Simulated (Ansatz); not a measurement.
Born–Oppenheimer molecular dynamics of H7N3Si (11 atoms, charge 0, multiplicity 1). It starts at the highest image of a converged band. Of that band: The profile has 2 maxima (images 4, 7) with wells between them (image 6): this band takes more than one step, which may be the mechanism or a detour left from its start path. Neighbouring images differ by up to 2.2 eV, so the band resolves the path poorly. A vibrational analysis at the climbing image gives 3 clearly imaginary modes (1500i, 142i, 74i cm⁻¹): a point of higher order. A lower path may pass nearby, or the ends, which weren't checked, may share the extra mode.

All numbers below come from RKS B3LYP/def2-SVP in Ansatz.

```json
{
  "ensemble": "NVE (velocity Verlet)",
  "time step": "0.5 fs",
  "steps asked": "200",
  "starting velocities drawn for": "100 K",
  "seed": "2188"
}
```

First frame:

```xyz
11
Properties=species:S:1:pos:R:3
Si -0.262 0.069 0.373
H 0.896 -0.010 1.520
N 1.688 -0.044 0.360
H 2.180 -0.902 0.091
H 2.259 0.786 0.174
N -0.606 1.421 -0.693
H -1.418 1.311 -1.298
H -0.618 2.353 -0.286
N -0.852 -1.322 -0.481
H -1.073 -2.182 0.007
H -0.661 -1.481 -1.468
```

(1) How far do the bonds stretch over the last three quarters of this one trajectory? (Pairs bonded in most of those frames.)

## Answers

(1) 
```tsv
bond	mean (Å)	spread (Å)	shortest	longest
Si1–N6	1.778	0.042	1.72	1.85
Si1–N9	1.767	0.022	1.73	1.79
H2–N3	1.040	0.068	0.92	1.15
N3–H4	1.030	0.035	0.96	1.12
N3–H5	1.028	0.037	0.95	1.11
N6–H7	1.021	0.008	1.01	1.03
N6–H8	1.019	0.015	0.99	1.04
N9–H10	1.017	0.003	1.01	1.02
N9–H11	1.020	0.002	1.02	1.03
```

Mean temperature of the second half: 1053 K. The conserved energy stayed within 0.52 meV per atom of its start (net change -0.18 meV per atom), so the integration is sound. The kinetic energy rose, since the run started high on the potential surface and went downhill. It ends in pieces (H3N + H4N2Si), so much of that is their flight and rotation, not heat. A run of 0.1 ps of so small a system gives no equilibrium averages. The orbitals stay closed-shell, which can raise the energy where a bond breaks towards radicals; this wasn't checked here.

Run time: 6.4 min on 2 threads of Arm Neoverse V1, with other jobs on the host, peak memory 0.19 GiB.
